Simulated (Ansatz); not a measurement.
## Worked example: GaH(CH3)F + SiF3 → GaH(CH3) + SiF4

Species: GaH(CH3)F, singlet; SiF3 (trifluorosilyl) `F[Si](F)F`, doublet; GaH(CH3), doublet; SiF4 (silicon tetrafluoride) `F[Si](F)(F)F`, singlet. A radical takes F: the energy is the difference in strength between the Ga–F bond broken and the Si–F bond made.

Shapes, held fixed at every level: PBE0-D4/def2-TZVP. Programs: Ansatz 0.2.0. Electronic energies: no zero-point or thermal term.

At CCSD(T)/def2-SVP; 1 Eh = 2625.50 kJ/mol:

| species | energy (Eh) |
| --- | --- |
| GaH(CH3)F | -2063.143503 |
| SiF3 | -587.692123 |
| GaH(CH3) | -1963.500520 |
| SiF4 | -687.372556 |

Problem. Work out ΔE of the reaction at this level.

Solution. 
1. Products less reactants: (-1963.500520) + (-687.372556) − [(-2063.143503) + (-587.692123)] = -0.037450 Eh = -98.3 kJ/mol.

Other levels give -112.0 (MP2/def2-TZVPP) to -104.4 kJ/mol (HF/def2-SVP). No measured value is set beside it here. Open shells run unrestricted. Relativity is left out for Ga. Outer-core shells of Ga are correlated in most correlated rows, in sets that cover them unevenly. CCSD(T)/def2-SVP lies outside the range of all other levels here, so it shouldn't be taken on trust. The median of the other levels is -109.1 kJ/mol.
